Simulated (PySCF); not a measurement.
**29Si chemical shifts**

Calculated, not measured (PySCF): geometry: GFN2-xTB, GIAO PBE0/pcSseg-1 shieldings. Non-relativistic, averaged over atoms made equivalent by symmetry, fast rotation or ring inversion, gas phase, one conformer.

Shieldings were converted by a linear fit to measured shifts: 29Si: δ = 279.94 − 0.822σ (rms 8.9 ppm, 72 shifts, 25.8 ppm with the 6 outliers that the fit left out vs TMS, solution or neat liquid). Occasional misses reach two or three times the rms, and more in compound classes unlike the fitted ones.

(1) Give the 29Si shifts of `CS(=O)(=O)N([SiH3])S(C)(=O)=O`, `C=C[Si@@H](N)C1CC1`.

(2) Order these by 29Si shift, lowest first.
A. C=C([SiH3])/C=N\CC
B. CC#C[SiH2]N(C)C
C. N#CC[Si@H](Cl)CC1CC1
D. C=CN1CCC[SiH2]1

## Answers

(1) 
| compound | environment | δ (ppm) |
| --- | --- | --- |
| CS(=O)(=O)N([SiH3])S(C)(=O)=O | silicon bonded to N, 3 H | -58.8 |
| C=C[Si@@H](N)C1CC1 | silicon bonded to 2 C, N, H | -25.8 |

(2) A (-65.4 ppm, silicon bonded to C, 3 H), B (-51.0 ppm, silicon bonded to C, N, 2 H), D (-26.2 ppm, silicon bonded to C, N, 2 H, in a 5-membered ring), C (-2.3 ppm, silicon bonded to 2 C, Cl, H).
